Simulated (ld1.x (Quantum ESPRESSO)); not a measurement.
**zinc: TM pseudisation with PBE, scalar-relativistic reference atom.**

zinc (Zn), norm-conserving Troullier–Martins (Kleinman–Bylander form), made with ld1.x (Quantum ESPRESSO) 7.5 (PBE, scalar-relativistic). Core [Ar], reference 3d10 4s2 4p0. Waves: 4p (bound, empty): rc 3.10 bohr; 3d (bound): rc 1.20 bohr; 4s (bound): rc 1.50 bohr. Local part: the s channel. Core correction: Bessel-smoothed model core inside 0.60 bohr.

All-electron outer shells of the reference configuration (PBE, scalar-relativistic, ld1.x):

```tsv
shell	level (eV)	outermost node (bohr)	outermost maximum (bohr)
3s	-129.23	0.28	0.59
3p	-83.40	0.25	0.59
3d	-10.14	–	0.57
4s	-5.98	0.85	2.09
4p	-1.12	0.92	3.08
```

Does the generator finish with these settings?

Yes, a potential is produced and its reference levels are reproduced.

Estimate the cutoffs (Ry, on a coarse ladder) from which the occupation-weighted sum of valence levels, in a spherical-Bessel basis at the reference potential, stays within 10 and 1 mRy of its value at 400 Ry.

180 Ry and over 300 Ry.

Does the potential have ghost states?

No extra level below or beside the all-electron valence levels (p, d, s, f tested).

Which valence shell sets the plane-wave cutoff?

3d: its level needs 180 Ry to come within 1 mRy, against 55 Ry for 4s.

Its largest configuration-test error is -2230 meV (3d8 4s0 4p0), which is poor. 1 of 7 tests not solved or not reliable.
